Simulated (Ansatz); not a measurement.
Correlation energies of `[SiH3]BCS[SiH3]` by basis set

```xyz
14

Si    1.9322   -0.3988   -1.9051
B    -0.0683   -0.2430   -1.6711
C    -0.7664    0.0580   -0.3144
S     0.3271    0.5921    1.0377
Si   -1.0487    0.5015    2.6554
H     2.3287   -0.6219   -3.3218
H     2.6240    0.8231   -1.4084
H     2.4106   -1.5595   -1.0994
H    -0.8123   -0.4538   -2.5885
H    -1.5967    0.7606   -0.4456
H    -1.2406   -0.9038   -0.0544
H    -1.5885   -0.8768    2.8095
H    -2.1968    1.4211    2.4316
H    -0.3045    0.9013    3.8744
```

Charge 0, multiplicity 1. The geometry is a stationary point of PBE0-D4/def2-TZVP. It is one conformer, not always the lowest. Frozen core, restricted reference, the Gaussian-basis code of Ansatz. CBS rows extrapolate triple and quadruple zeta; past MP2 they add the triple-zeta difference.

| basis | HF (Eh) | MP2 corr. |
| --- | --- | --- |
| def2-TZVPP | -1043.23279 | -0.70315 |
| def2-QZVPP | -1043.26507 | -0.75498 |

Q: Estimate the CCSD correlation energy and the (T) correction in each basis where they were run (hartree).

A: 
```
     basis  CCSD corr.       (T)
def2-TZVPP    -0.78438  -0.03164
 CBS(def2)    -0.87460     as TZ
```
